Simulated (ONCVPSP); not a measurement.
## What one change does to a pseudopotential (thallium (Tl), ONCV)

ONCVPSP 4.0.1 input, shortened (lines: element, Z, core and valence counts, functional; n l f; lmax; l rc ep ncon nbas qcut; lloc lpopt rc5 dvloc0; l nproj debl; icmod fcfact rcfact), PBE, scalar-relativistic:

```
  Tl 81.00   12    2        4      upf
    1    0    2.00
    2    0    2.00
    2    1    6.00
    3    0    2.00
    3    1    6.00
    3    2   10.00
    4    0    2.00
    4    1    6.00
    4    2   10.00
    4    3   14.00
    5    0    2.00
    5    1    6.00
    5    2   10.00
    6    0    2.00
    2
    0    2.05    0.00    4    9    2.80
    1    2.10    0.14    4    7    4.00
    2    1.75    0.00    4    9    8.50
    4    4    1.35    0.00
    0    2    0.90
    1    2    3.90
    2    3    3.60
    0    0.00    0.00
```

In the p channel the program set the typed energies aside and used 0.050, 3.950 Ha.

Change: p: qcut 5.6.

Cutoffs: the cutoffs (Ha) at which the residual kinetic energy of the hardest occupied pseudo-wave falls to 1 and 0.1 mHa per electron; they do not see the model core or the augmentation charge, which bear on the density cutoff. Errors are all-electron minus pseudo energies relative to the spin-unpolarised reference configuration.

**Question.** Predict the effect on cutoff, ghosts and configuration errors.

**Answer.** The potential gets neither clearly harder nor softer (24 Ha and 52 Ha → 24 Ha and 52 Ha); both files keep a bound ghost (s); the number of tests with a reliable result goes from 4 to 2; the range in which the p phases agree narrows (upper end 3.1 → 0.2).

```tsv
quantity	base	changed
cutoff, loose	24 Ha	24 Ha
cutoff, tight	52 Ha	52 Ha
bound ghosts	s	s
GHOST(+) flags under 300 eV	p at 87.8 eV	none
tests with a reliable result	4 of 4	2 of 4
error for 5d10 6s1, meV [ΔE 20.78 eV]	-2.2	-2.2
error for 5d10 6s0, meV [ΔE 50.92 eV]	+21	+21
s: phases at 2.08 bohr within 0.05 rad from the reference energy up to (Ha; the scan ends near 5)	3.4	3.4
p: phases at 2.13 bohr within 0.05 rad from the reference energy up to (Ha; the scan ends near 5)	3.1	0.2
d: phases at 1.77 bohr within 0.05 rad from the reference energy up to (Ha; the scan ends near 5)	to the end of the scan	to the end of the scan
```

 A true bound ghost makes a file unfit for plane-wave use even where its test errors are small: the radial tests pick states by their node count and pass the ghost by.
